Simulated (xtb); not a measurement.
C7H7O (SMILES COc1[c]cccc1), doublet, geometry from GFN2-xTB; xtb with GFN2-xTB.

The xtb input:
```
$ xtb mol.xyz --gfn 2 --uhf 1 --etemp 10000 --json

# file mol.xyz
15

C     -2.77305369    -0.08930861     0.15777734
O     -1.73653823     0.61850538    -0.47369518
C     -0.45150274     0.26462858    -0.21128690
C      0.56983971     0.95387277    -0.82654777
C      1.89273125     0.71169442    -0.66007478
C      2.26777463    -0.32046935     0.20500191
C      1.28276819    -1.04249024     0.84701157
C     -0.06077755    -0.76540013     0.65151389
H     -3.69720812     0.36304611    -0.19889193
H     -2.72260331     0.00669117     1.24778244
H     -2.76288540    -1.15013472    -0.11501725
H      2.64320398     1.29210740    -1.17494675
H      3.31299291    -0.54068682     0.36104075
H      1.55711830    -1.84343879     1.51879527
H     -0.80499138    -1.35079208     1.17042731
```

What the program printed (banner, timings and long lists left out):

```
   ID    Z sym.   atoms
    1    6 C      1, 3-8
    2    8 O      2
    3    1 H      9-15

           -------------------------------------------------
          |                Calculation Setup                |
           -------------------------------------------------

           -------------------------------------------------
          |                 G F N 2 - x T B                 |
           -------------------------------------------------

          ...................................................
          :                      SETUP                      :
          :.................................................:
          :  # basis functions                  39          :
          :  # atomic orbitals                  39          :
          :  # shells                           23          :
          :  # electrons                        41          :
          :  max. iterations                   250          :
          :  Hamiltonian                  GFN2-xTB          :
          :  restarted?                      false          :
          :  GBSA solvation                  false          :
          :  PC potential                    false          :
          :  electronic temp.        10000.0000000     K    :
          :  accuracy                    1.0000000          :
          :  -> integral cutoff          0.2500000E+02      :
          :  -> integral neglect         0.1000000E-07      :
          :  -> SCF convergence          0.1000000E-05 Eh   :
          :  -> wf. convergence          0.1000000E-03 e    :
          :  Broyden damping             0.4000000          :
          :  net charge                          0          :
          :  unpaired electrons                  1          :
          ...................................................

 iter      E             dE          RMSdq      gap      omega  full diag
   1    -22.8695622 -0.228696E+02  0.428E+00    2.94       0.0  T
   2    -22.8819052 -0.123429E-01  0.270E+00    2.15       1.0  T
   3    -22.8309878  0.509173E-01  0.212E+00    3.41       1.0  T
   4    -22.9002396 -0.692517E-01  0.561E-01    2.44       1.0  T
   5    -22.9051279 -0.488833E-02  0.177E-01    2.67       1.0  T
   6    -22.9054668 -0.338896E-03  0.701E-02    2.64       1.0  T
   7    -22.9054761 -0.927809E-05  0.357E-02    2.64       1.0  T
   8    -22.9054879 -0.118101E-04  0.152E-02    2.64       1.7  T
   9    -22.9054896 -0.168062E-05  0.348E-03    2.64       7.4  T
[...]
         :: total energy             -22.552341181379 Eh    ::
[...]
    15   1 H        0.926     0.035     2.519     2.482

 Mol. C6AA /au·bohr⁶  :       2681.835928
 Mol. C8AA /au·bohr⁸  :      64681.341969
 Mol. α(0) /au        :         81.950728

Wiberg/Mayer (AO) data.
largest (>0.10) Wiberg bond orders for each atom

 ---------------------------------------------------------------------------
     #   Z sym  total        # sym  WBO       # sym  WBO       # sym  WBO
 ---------------------------------------------------------------------------
     1   6 C    3.927 --     2 O    0.989     9 H    0.974    11 H    0.967
                            10 H    0.967
     2   8 O    2.172 --     3 C    1.059     1 C    0.989
     3   6 C    3.721 --     4 C    1.295     8 C    1.267     2 O    1.059
     4   6 C    2.880 --     5 C    1.431     3 C    1.295
     5   6 C    3.755 --     4 C    1.431     6 C    1.293    12 H    0.946
     6   6 C    3.718 --     7 C    1.381     5 C    1.293    13 H    0.954
     7   6 C    3.787 --     6 C    1.381     8 C    1.369    14 H    0.956
     8   6 C    3.721 --     7 C    1.369     3 C    1.267    15 H    0.950
     9   1 H    0.989 --     1 C    0.974
    10   1 H    0.985 --     1 C    0.967
    11   1 H    0.985 --     1 C    0.967
    12   1 H    0.970 --     5 C    0.946
    13   1 H    0.978 --     6 C    0.954
    14   1 H    0.981 --     7 C    0.956
    15   1 H    0.978 --     8 C    0.950
 ---------------------------------------------------------------------------

Topologies differ in total number of bonds
Writing topology from bond orders to xtbtopo.mol

molecular dipole:
                 x           y           z       tot (Debye)
 q only:       -0.424      -0.431       0.378
   full:       -0.424      -0.725       0.628       2.665
molecular quadrupole (traceless):
                xx          xy          yy          xz          yz          zz
 q only:        5.929       1.774      -3.011      -1.770      -0.066      -2.918
  q+dip:        7.860       2.037      -3.836      -2.107      -0.975      -4.024
   full:        6.946       2.150      -3.608      -2.121       0.403      -3.338

           -------------------------------------------------
          | TOTAL ENERGY              -22.552341181379 Eh   |
          | GRADIENT NORM               0.034554916958 Eh/α |
          | HOMO-LUMO GAP               2.643823509815 eV   |
           -------------------------------------------------

normal termination of xtb
```
